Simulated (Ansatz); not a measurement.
C4H3F3, SMILES `FC1C=CC1(F)F`, relaxed with RKS PBE-D4/def2-SVP in Ansatz 0.2.0 from a rough embedded geometry. The force threshold is 0.03 eV/Å; the program also tests the step.

The species carries charge 0 and has multiplicity 1.

Start:

```xyz
10

F     0.391    2.082    0.172
C    -0.030    0.805    0.553
C    -1.097    0.186   -0.283
C    -0.386   -0.863   -0.767
C     0.871   -0.404    0.093
F     1.266   -1.238    1.110
F     1.962   -0.095   -0.616
H    -0.256    0.750    1.588
H    -2.179    0.486   -0.512
H    -0.543   -1.708   -1.339
```

Problem. How much energy does the relaxation release, and in how many steps? (Best estimate.)

Solution. Computed: 7.54 kcal/mol, in 5 steps.

Problem. Which bonds change most? (Best estimate.)

Solution. Ansatz gave: C4–C5 from 1.590 to 1.512 Å; C4–H10 from 1.032 to 1.100 Å; C2–H8 from 1.061 to 1.113 Å; C3–H9 from 1.146 to 1.100 Å.

Problem. Give the relaxed structure. (Estimate.)

Solution. Ansatz gave: 
```xyz
10

F     0.420    2.043    0.221
C    -0.046    0.796    0.563
C    -1.107    0.198   -0.343
C    -0.365   -0.876   -0.702
C     0.841   -0.406    0.079
F     1.287   -1.247    1.057
F     1.920   -0.026   -0.654
H    -0.265    0.775    1.654
H    -2.132    0.524   -0.577
H    -0.554   -1.782   -1.297
```
